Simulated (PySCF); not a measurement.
Cu⁺ (copper, charge +1) across methods

[Ar] 3d9 4s1, high-spin 3D determinant (an excited configuration). All numbers are calculated (PySCF 2.14, a scalar-relativistic core potential, in aug-cc-pVTZ-PP with one added diffuse shell each of s, p, d, f, g type with ECP10MDF (7s7p6d4f3g, 113 functions)).

```csv
method,E (hartree),mean ε 3d α (eV),mean ε 3d β (eV),mean ε 4s α (eV),Σ⟨r²⟩ (bohr²),⟨S²⟩
wB97X,-196.9083,-24.690,-23.434,-16.899,22.40,2.001
UHF,-195.91105,-29.612,-27.896,-16.616,22.55,2.001
PBE0,-196.8640,-22.253,-20.851,-14.906,22.41,2.000
r2SCAN,-196.8138,-19.743,-18.316,-14.561,22.36,2.001
LDA,-196.5306,-19.858,-18.456,-14.466,22.47,2.000
LC-wPBE,-196.9402,-24.786,-23.467,-17.461,22.43,2.000
wB97M-V,-196.7577,-24.714,-23.422,-16.939,22.53,2.001
PBE,-196.9091,-19.560,-18.239,-14.162,22.53,2.000
```

Energies and moments cover only the electrons outside the core potential.
